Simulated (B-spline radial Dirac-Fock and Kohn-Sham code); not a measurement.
**Levels of muonic ³³Ar**

Nucleus: ³³Ar, Fermi distribution (skin thickness 2.3 fm), rms radius 3.3438 fm (measured, Angeli and Marinova 2013).

Input of the calculation (task.json; shells as n, l, electrons):

```json
{"items": [{
  "Z": 18,
  "q": 0,
  "cfg": [[1, 0, 2], [2, 0, 2], [2, 1, 6], [3, 0, 2], [3, 1, 6]],
  "A": 33,
  "rrms": 3.3438,
  "do": "muonic",
  "nuclei": [[33, 32.989926, 3.3438, "measured", "fermi"]]
}]}
```

Run with: `python xray2_run.py task.json out`

These are calculated numbers from a radial B-spline solver; the model is the Dirac equation of a negative muon with reduced mass in the field of a spherical finite nucleus, with the Uehling potential to all orders; nuclear polarisation, deformation, hyperfine structure, self-energy, higher-order vacuum polarisation, relativistic recoil and electron screening are left out.

```
level  binding (keV)  point nucleus, no QED (keV)  vacuum polarisation (keV)  ⟨r⟩ (fm)
1s1/2          873.4                        912.3                      5.557      22.3
2s1/2          223.4                        228.3                      0.823      87.0
2p1/2          229.0                        228.3                      0.681      70.6
2p3/2          228.0                        227.3                      0.669      71.0
3s1/2          99.90                        101.4                      0.240     194.5
3p1/2          101.5                        101.4                      0.188     177.1
3p3/2          101.3                        101.1                      0.185     177.7
3d3/2          101.2                        101.1                      0.129     149.3
3d5/2          101.1                        101.0                      0.128     149.5
```

Question: By how much does the finite nuclear size lower the 1s binding energy?

Answer: By 44.47 keV, 4.87 % of the point-nucleus value (point value plus vacuum polarisation less the binding energy). The 1s orbit has ⟨r⟩ = 22.3 fm.
